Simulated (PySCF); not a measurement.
HgBr2, SMILES [Br][Hg][Br].

Geometry optimised at ωB97X-D3(BJ)/def2-SVP. The isomer is the one that the SMILES or the coordinates give; other isomers of the formula were not compared. The def2 effective core potentials stand for the cores of Hg; spin–orbit coupling is left out.

Calculation: PySCF with B3LYP/def2-TZVPD.

Isolated molecule, no solvent.

Question: Estimate the frontier levels, gap, dipole moment and polarisability. (The exact figures need the calculation; the answer reports its results.)

Answer: 
| Quantity | Result |
|---|---|
| highest occupied level | -8.16 eV |
| lowest empty level | -2.81 eV |
| orbital gap | 5.35 eV |
| dipole moment | 0.00 D |
| quadrupole, principal values (traceless, Buckingham form, about the centre of nuclear charge) | -6.66, 3.33, 3.33 D·Å |
| mean static polarisability | 81.1 bohr³ (12.02 Å³) |
| polarisability, principal values | 57.4, 57.4, 128.5 bohr³ |
